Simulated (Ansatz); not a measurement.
`CB[SiH](N)N`, charge 0, multiplicity 1.

Give a relaxed structure at PBE0-D4/def2-TZVP (Ansatz). (Best estimate.)

Ansatz gave: 
```xyz
14

C    -1.147    0.937   -1.553
B    -0.278   -0.305   -1.204
Si    0.391   -0.769    0.645
N    -0.504    0.156    1.785
N     2.064   -0.383    0.855
H    -0.936    1.378   -2.531
H    -1.194    1.720   -0.794
H    -2.167    0.521   -1.644
H     0.032   -1.035   -2.110
H     0.370   -2.248    0.882
H    -0.369    0.057    2.778
H    -1.428    0.488    1.565
H     2.767   -1.070    0.638
H     2.398    0.553    0.690
```
This is one stationary point; other conformers may exist.
